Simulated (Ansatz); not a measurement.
One change: `[NH2][SnH3]` becomes `[NH2][SnH2][Cl]`.

Ansatz, PBE0-D4/def2-TZVP geometries, multiplicity 1. Each molecule was computed in one conformer, which needn't be the lowest.

Elements past krypton have def2 core potentials.

| property | `[NH2][SnH3]` |
| --- | --- |
| size of the dipole moment (PBE/def2-TZVPP) / D | 1.03 |
| LUMO energy (B3LYP/def2-TZVPP) / eV | -0.47 |
| HOMO–LUMO gap (B3LYP/def2-TZVPP) / eV | 6.50 |
| size of the dipole moment (B3LYP/def2-TZVPP) / D | 1.07 |
| HOMO energy (ωB97M-V/def2-TZVPP) / eV | -9.55 |
| LUMO energy (ωB97M-V/def2-TZVPP) / eV | 1.20 |

(1) Give the same properties after the change, and the shifts. (An estimate is asked.)

Answers

(1) Computed: 
| property | `[NH2][SnH2][Cl]` | shift |
| --- | --- | --- |
| size of the dipole moment (PBE/def2-TZVPP) / D | 1.80 | 0.77 |
| LUMO energy (B3LYP/def2-TZVPP) / eV | -0.88 | -0.41 |
| HOMO–LUMO gap (B3LYP/def2-TZVPP) / eV | 6.65 | 0.15 |
| size of the dipole moment (B3LYP/def2-TZVPP) / D | 1.77 | 0.70 |
| HOMO energy (ωB97M-V/def2-TZVPP) / eV | -10.12 | -0.57 |
| LUMO energy (ωB97M-V/def2-TZVPP) / eV | 1.15 | -0.05 |

With PBE0 the HOMO falls by 0.58 eV and the LUMO falls by 0.38 eV, so the gap widens by about 0.20 eV. PBE moves the HOMO by -0.58 eV and ωB97M-V by -0.57 eV. Dipoles are sizes alone; their direction can turn.

B3LYP here is the variant with VWN-RPA as its local correlation; programs differ in this.
